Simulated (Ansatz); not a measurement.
## Pulling the pair apart

The pair of H2 (SMILES [H][H], atoms 1–2) and SbH3 (SMILES [SbH3], atoms 3–6), both closed shells, in one local arrangement (a lower one may exist), relaxed at PBE0-D4/def2-TZVP:

```xyz
6
angstrom
H 0.0215 -0.1867 -1.8454
H 0.0300 -0.2587 -2.5884
Sb -0.0145 0.1926 1.8258
H -0.7905 1.2531 0.7350
H -0.6422 -1.1703 1.0101
H 1.3956 0.1701 0.8628
```

SbH3 is shifted rigidly along the line between the mean atom positions of the two fragments (negative: closer). Counterpoise interaction energies in kJ/mol. Ansatz 0.2.0; basis: def2-TZVPPD; cores frozen in the correlated methods. Filled d shells of the heavier atoms are correlated. Core potentials replace the inner electrons of the atoms past krypton. The def2 sets are not built for correlating such inner shells, so the correlated values are less sure here.

```csv
shift (Å),PBE0-D4,r2SCAN-D4,wB97M-V
-0.37,-1.1,0.5,-0.3
-0.18,-1.8,-0.4,-1.0
0.00,-2.0,-0.8,-1.2
0.18,-1.9,-0.8,-1.2
0.44,-1.6,-0.8,-1.0
0.92,-1.0,-0.5,-0.7
1.85,-0.3,-0.2,-0.3
3.69,-0.1,-0.1,-0.1
```

Q: What does CCSD(T) give at these shifts? (To be estimated.)

A: The calculation gives: 0.6, -0.5, -0.9, -1.0, -1.0, -0.7, -0.3, -0.1 kJ/mol. For zero shift, CCSD(T) at an estimated basis limit (MP2 extrapolated from triple and quadruple zeta, plus CCSD(T) − MP2 in triple zeta) gives -1.2 kJ/mol. These are counterpoise interaction energies, counted from the two frozen fragments.

T1 diagnostic: at most 0.014.

For scale, one of the runs: CCSD(T)/def2-TZVPPD, 141 basis functions, launched by `ansatz run in.yaml --threads 2 --pin off --events-out ev --progress --plain --max-ram 5222MiB`. Time: 11 s of wall clock on 2 CPU threads of an Arm Neoverse V2; the host was shared. Peak host memory: 0.88 GiB.
